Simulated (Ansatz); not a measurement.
Reaction (stannylene formation by 1,1-elimination): `C[O][Sn]([F])([F])[c]1ccccc1` → `C[O][Sn][F]` + `Fc1ccccc1`

Program: Ansatz. Geometries: PBE0-D4/def2-TZVP. ΔE: electronic, gas phase. CBS: MP2 limit from def2 TZ/QZ plus the TZ coupled-cluster correction, frozen cores. Functionals use def2-TZVPP. B3LYP here is the variant with VWN-RPA as its local correlation; programs differ in this. HSE06 is defined as in plane-wave codes. def2 core potentials past Kr. For Sn outer-core shells are correlated without core-valence functions, which leaves a few kJ/mol of doubt a bond. One conformer a species, not always the lowest.

Task: Is it downhill or uphill in electronic energy at CCSD(T)/CBS, and by how much? (Estimate.)

Result: The calculation gave: Uphill: ΔE = +79.3 kJ/mol.

Task: What do these levels give: LDA (SPW92), HSE06-D4, ωB97M-V, PBE0, B3LYP, HF/def2-SVP? (An estimate is asked.)

Result: Ansatz gave: LDA (SPW92) 39.6, HSE06-D4 54.7, ωB97M-V 56.0, PBE0 43.2, B3LYP 18.3, HF/def2-SVP 34.5 kJ/mol.

Largest T1 diagnostic among the species: 0.017.

From BLYP to BHLYP (50 % exact exchange), in def2-TZVPP and without D4, ΔE moves by +38.4 kJ/mol. At CCSD(T), def2-SVP lies −17.8 kJ/mol from the extrapolated value and def2-TZVPP −2.7 kJ/mol. In def2-TZVPP, CCSD(T) changes the Hartree–Fock value by +24.1 kJ/mol (the triples alone add +5.8 kJ/mol) and MP2 by +30.8 kJ/mol.
